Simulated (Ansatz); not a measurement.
Compare A (`NC(=O)C[SeH]`) with its isomer B (`NCOC=[Se]`).

Gas-phase electronic energies from Ansatz, PBE0-D4/def2-TZVP geometries. CBS: MP2 limit from def2 TZ/QZ plus the TZ coupled-cluster correction, frozen cores. Functionals use def2-TZVPP. B3LYP here is the variant with VWN-RPA as its local correlation; programs differ in this. For Se outer-core shells are correlated without core-valence functions, which leaves a few kJ/mol of doubt a bond. Scalar relativity is left out up to krypton. One conformer a species, not always the lowest.

A:

Z-matrix (Å, degrees):
```
C
Se 1 1.953
C 1 1.519 2 118.6
H 1 1.087 2 109.9 3 124.8
H 1 1.092 2 104.6 3 -120.1
H 2 1.469 1 95.1 3 -68.7
O 3 1.213 1 119.2 2 159.8
N 3 1.347 1 116.9 2 -22.6
H 8 1.006 3 120.6 1 7.7
H 8 1.005 3 118.4 1 -179.4
```

B:

```xyz
10

N    -1.375   -0.797   -0.893
C    -0.617    0.146   -0.190
O     0.716   -0.383    0.129
C     1.553    0.373    0.788
Se    1.324    2.024    1.390
H    -1.565   -1.636   -0.364
H    -0.984   -1.036   -1.793
H    -0.461    1.055   -0.772
H    -1.083    0.412    0.760
H     2.491   -0.158    0.945
```

Problem. Which is lower in electronic energy at CCSD(T)/CBS, and by how much? (An estimate is asked.)

Solution. Computed: A, by 24.7 kcal/mol.

Problem. Give E(B) − E(A) in kcal/mol with B3LYP-D4, MP2/def2-TZVPP, CCSD/def2-TZVPP, B3LYP, CCSD(T)/def2-TZVPP, ωB97M-V, PBE0-D4. (An estimate is asked.)

Solution. The calculation gave: B3LYP-D4 25.9, MP2/def2-TZVPP 26.0, CCSD/def2-TZVPP 26.7, B3LYP 25.2, CCSD(T)/def2-TZVPP 25.5, ωB97M-V 27.1, PBE0-D4 27.3. None reverses the order clearly.

Largest T1 diagnostic: 0.016.

In def2-TZVPP, CCSD(T) changes the Hartree–Fock value by −3.1 kcal/mol (the triples alone add −1.3 kcal/mol) and MP2 by −2.5 kcal/mol. From PBE to PBE0 (25 % exact exchange), in def2-TZVPP and without D4, E(B) − E(A) moves by +1.7 kcal/mol.
